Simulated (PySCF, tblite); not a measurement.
Species: C₅H₈Cl₂Si.
Structure used (GFN2-xTB), in Å, numbered top down from 1:
```xyz
16
C5H8Cl2Si angstrom
Cl     1.894    1.264    1.894
C      2.437    0.384    0.451
Cl     2.402    1.466   -0.955
Si     1.296   -1.144    0.140
C     -0.430   -0.473   -0.075
C     -1.658   -1.012   -0.089
C     -2.367    0.283   -0.334
C     -0.961    0.928   -0.316
H      3.483    0.134    0.619
H      1.447   -1.995    1.322
H      1.832   -1.782   -1.066
H     -2.026   -2.016    0.031
H     -2.890    0.352   -1.287
H     -3.035    0.609    0.462
H     -0.786    1.627    0.498
H     -0.648    1.384   -1.253
```

Computed, not measured: wB97X-D/def2-SVPD in PySCF (dipole) on a GFN2-xTB geometry, gas phase.

Masses are those of the commonest isotopes; rigid-rotor values at the optimised geometry. The values belong to one conformer with, in the numbering `[Cl:1][CH:2]([Cl:3])[SiH2:4][C:5]1=[CH:6][CH2:7][CH2:8]1`, Cl1–C2–Si4–C5 59°, C2–Si4–C5–C6 -166°.

Give the principal moments of inertia and the rotational constants in GHz.

Ia = 300.16, Ib = 663.04, Ic = 676.13 u·Å²; 505379 MHz·u·Å²/I gives 1684, 762.2 and 747.5 MHz, that is A = 1.6837, B = 0.7622, C = 0.7475 GHz.

What kind of rotor is it?

A near-prolate asymmetric top; Ray's κ = -0.968.

What does the inertial defect say?

Not planar: Δ = Ic − Ia − Ib = -287.08 u·Å². For a rigid frame Δ = −2 Σ m c², so Σ m c² = 143.54 u·Å² lies off the ab plane: 20.42 from hydrogen and 123.11 from heavier atoms. The atom farthest from that plane is 2.65 Å away.

Give the other two planar moments, Paa and Pbb, and the rms extents of the mass along the axes.

Paa = Σ m a² = (Ib + Ic − Ia)/2 = 519.50 and Pbb = Σ m b² = (Ia + Ic − Ib)/2 = 156.62 u·Å². With the mass M = 165.98 u, the rms extents √(P/M) along a, b and c are 1.77, 0.97, 0.93 Å.

Predict some low-J microwave lines.

The dipole components are |μa| = 1.26 D, |μb| = 0.41 D, |μc| = 1.12 D. Intensities carry the squares of the components, which stand as 1.00 : 0.11 : 0.79 (a : b : c). Some lines, for components of 0.1 D or more:

| type | branch | J(Ka,Kc) | MHz | lower level (cm⁻¹) |
| --- | --- | --- | --- | --- |
| c | Q | 1(1,1) ← 1(0,1) | 921 | 0.050 |
| b | Q | 4(2,2) ← 4(1,3) | 2716 | 0.537 |
| c | Q | 3(2,2) ← 3(1,2) | 2742 | 0.335 |
| c | Q | 2(2,1) ← 2(1,1) | 2764 | 0.183 |
| a | R | 2(1,2) ← 1(1,1) | 3005 | 0.081 |
| a | R | 2(0,2) ← 1(0,1) | 3019 | 0.050 |
| b | R | 2(1,2) ← 1(0,1) | 3926 | 0.050 |
| c | Q | 4(3,2) ← 4(2,2) | 4642 | 0.628 |
| b | Q | 3(3,1) ← 3(2,2) | 4644 | 0.426 |
| b | Q | 4(3,2) ← 4(2,3) | 4645 | 0.628 |
| c | R | 3(1,2) ← 2(0,2) | 5502 | 0.151 |
| b | R | 2(2,0) ← 1(1,1) | 5813 | 0.081 |
| b | R | 3(2,2) ← 2(1,1) | 7293 | 0.183 |
| c | R | 3(2,2) ← 2(1,2) | 7338 | 0.181 |
| b | R | 3(2,1) ← 2(1,2) | 7339 | 0.181 |
| c | R | 4(2,2) ← 3(1,2) | 8784 | 0.335 |
| c | R | 4(2,3) ← 3(1,3) | 8869 | 0.332 |
| b | R | 3(3,1) ← 2(2,0) | 9173 | 0.275 |
| b | R | 4(3,2) ← 3(2,1) | 10683 | 0.426 |
| c | R | 4(3,1) ← 3(2,1) | 10683 | 0.426 |
| b | R | 4(4,0) ← 3(3,1) | 12541 | 0.581 |

Its lowest GFN2-xTB frequency is 5 cm⁻¹, too small to tell a flat minimum from a shallow saddle. No vibrational averaging or centrifugal distortion is included, and the geometry carries the error of its method. Quadrupole hyperfine structure (35Cl) is left out.
